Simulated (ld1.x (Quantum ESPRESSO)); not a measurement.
What the settings do to the TM semilocal potential of Pd

Base potential:

palladium, norm-conserving Troullier–Martins (semilocal form), made with ld1.x (Quantum ESPRESSO) 7.5 (PBE, scalar-relativistic). Core [Ar] 3d10 4s2, reference 4p6 4d8.5 5s0 5p0 (charge +1.5). Waves: 5s (bound, empty): rc 2.10 bohr; 4p (bound): rc 1.25 bohr; 4d (bound): rc 1.20 bohr. Local part: the d channel. Core correction: Bessel-smoothed model core inside 1.25 bohr.

Cutoffs, loose and tight: the cutoffs (Ry, on a coarse ladder) from which the occupation-weighted sum of valence levels, in a spherical-Bessel basis at the reference potential, stays within 10 and 1 mRy of its value at 400 Ry. They do not see the model core or the augmentation charge, which bear on the density cutoff. Test errors are all-electron minus pseudo excitation energies from the reference, over the configurations 4p6 4d10 5s0 5p0; 4p6 4d9 5s0 5p0; 4p6 4d8 5s0 5p0; 4p6 4d9 5s0 5p1; 4p6 4d6 5s0 5p0; 4p6 4d8 5s1 5p0; 4p6 4d9.5 5s0 5p0. A dash means not determined; rows that change the core or the reference have their own tests.

A true bound ghost makes a file unfit for plane-wave use even where its test errors are small: the radial tests pick states by their node count and pass the ghost by.

A semilocal file is local in each channel, so a ghost entry of none says nothing of the separable form that plane-wave codes build from it.

| change | outcome | cutoff, loose | cutoff, tight | bound ghosts | largest test error (meV) |
| --- | --- | --- | --- | --- | --- |
| base | generated | 90 Ry | 160 Ry | none | -81 |
| all radii but the core radius scaled by about 0.76 (s 1.60, p 0.96, d 0.92 bohr) | generated | 180 Ry | 300 Ry | s | -69 |
| all radii but the core radius scaled by about 0.89 (s 1.86, p 1.12, d 1.06 bohr) | generated | 140 Ry | 200 Ry | none | -79 |
| all radii but the core radius scaled by about 1.05 (s 2.22, p 1.32, d 1.26 bohr) | generated | 80 Ry | 140 Ry | none | -80 |
| all radii but the core radius scaled by about 1.19 (s 2.50, p 1.48, d 1.42 bohr) | generated | 70 Ry | 100 Ry | none | -73 |
| all radii but the core radius scaled by about 1.36 (s 2.86, p 1.70, d 1.64 bohr) | generated | 60 Ry | 90 Ry | none | +95 |

Q: What comes out with this change to the base: all radii but the core radius scaled by about 1.30 (s 2.72, p 1.62, d 1.56 bohr)?

A: outcome: generated; cutoff, loose: 70 Ry; cutoff, tight: 80 Ry; bound ghosts: none; largest test error (meV): +81.

Reading the sweep of the scale of all radii but the core radius (base = 1) (base included, trends over the rows without a ghost): The loose cutoff falls from 140 Ry at 0.89 to 60 Ry at 1.36. A larger radius leaves more room for a smooth pseudo-wave, so fewer plane waves are needed; a smaller one forces it to follow the all-electron wave where it bends sharply. The median size of the test errors (rows with all tests solved) rises from 4.5 meV at 0.89 to 5.9 meV at 1.36, with one reversal. More of the atom is replaced by a form fitted at one configuration, so other configurations suffer as the radius grows. Bound ghosts are found at 0.76.
